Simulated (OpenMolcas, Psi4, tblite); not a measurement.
**How methods differ on CH3BCl2O (methoxydichloroborane)**

CH3BCl2O: 8 atoms, total charge 0, spin state singlet. As SMILES, `COB(Cl)Cl`. The coordinates come from a PBE0-D4/def2-TZVP relaxation.

Quantity: the dipole moment, in D. The values are calculated.

```csv
level,kind,program,value (D),CPU time
GFN2-xTB,semi-empirical,tblite,3.35,under 2 s
HF/def2-SVP,Hartree–Fock,OpenMolcas,2.65,14 s
SVWN5/def2-SVP,LDA,OpenMolcas,2.39,36 s
BLYP/def2-SVP,GGA,OpenMolcas,2.29,48 s
r2SCAN/def2-SVP,meta-GGA,OpenMolcas,2.52,56 s
B3LYP-D3(BJ)/def2-SVP (density fitting),global hybrid,Psi4,2.40,13 s
PBE0/def2-SVP,global hybrid,OpenMolcas,2.49,52 s
```

The values span 2.29 to 3.35 D. Magnitudes only. CPU times are rough (shared hosts, several kinds of processor and program).
